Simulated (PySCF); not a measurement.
Work out the structure from these simulated measurements.

Formula: C6H14OS.

* 13C NMR: chemical shifts (computed TMS as zero) by class: 70.9 (1 C), 42.0 (1 C), 33.0 (1 C), 24.2 (1 C), 22.9 (1 C), 9.7 (1 C) ppm [GIAO PBE0/pcSseg-1]
* Dipole: 3.57 D [PBE0/pcSseg-1]
* 1H NMR: chemical shifts (computed TMS as zero) by class: 2.05 (3 H), 1.56 (1 H), 1.35 (1 H), 1.29 (3 H), 1.07 (3 H), 0.98 (3 H) ppm [GIAO PBE0/pcSseg-1]
* NMR, other nuclei: isotropic shieldings of nuclei other than C and H, by class: 306 (1 O), 195 (1 S) ppm [GIAO PBE0/pcSseg-1]
* Rotational structure: rotational constants A, B, C: 2.619, 1.135, 1.004 GHz [GFN2-xTB]

The electronic properties come from PySCF, for the isolated species, density fitting. Levels stand in brackets. Isolated species at its GFN2-xTB geometry (one conformer only). NMR classes are plain means over equivalent atoms (diastereotopic ones count apart unless rotation or inversion swaps them), as if these changed places fast.

Question: What is the compound? Reason from the data.

Answer: Numbering: `[CH3:1][CH:2]([CH3:3])[C@@H:4]([CH3:5])[S@@:6]([CH3:7])=[O:8]`. 6 carbons fall into 6 classes; from least to most shielded: sp3 carbon bound to sulfur [C4] (70.9 ppm), S-methyl carbon [C7] (42.0 ppm), sp3 CH carbon [C2] (33.0 ppm), methyl carbon [C1] (24.2 ppm), methyl carbon [C3] (22.9 ppm), methyl carbon [C5] (9.7 ppm). Hydrogen classes from least to most shielded: 3 H on an S-methyl carbon, C7 (2.05 ppm, a mean of values up to 1.4 ppm apart in this geometry), 1 H on an sp3 CH carbon, C2 (1.56 ppm), 1 H on an sp3 carbon bound to sulfur, C4 (1.35 ppm), 3 H on a methyl carbon, C5 (1.29 ppm), 3 H on a methyl carbon, C1 (1.07 ppm, a mean of values up to 1.7 ppm apart in this geometry), 3 H on a methyl carbon, C3 (0.98 ppm, a mean of values up to 0.9 ppm apart in this geometry). The other shieldings belong to: 306 ppm, sulfinyl oxygen [O8]; 195 ppm, sulfinyl sulfur [S6]. The optimised geometry has point group C1 and is an asymmetric top. Structure: `CC(C)[C@@H](C)[S@@](C)=O`. Computed isomers that give other values at the same levels: `CC(C)CC[S@@](C)=O` (13C chemical shifts (computed TMS as zero) by class: 64.1 (1 C), 46.8 (1 C), 35.7 (1 C), 33.4 (1 C), 26.5 (1 C), 23.3 (1 C) ppm). The assignments are read from this structure; whether some other isomer fits the data as well wasn't checked. The mirror image fits equally.

Conformer computed: `[CH3:1][CH:2]([CH3:3])[C@@H:4]([CH3:5])[S@@:6]([CH3:7])=[O:8]`: C1–C2–C4–C5 179°, C2–C4–S6–C7 154°.
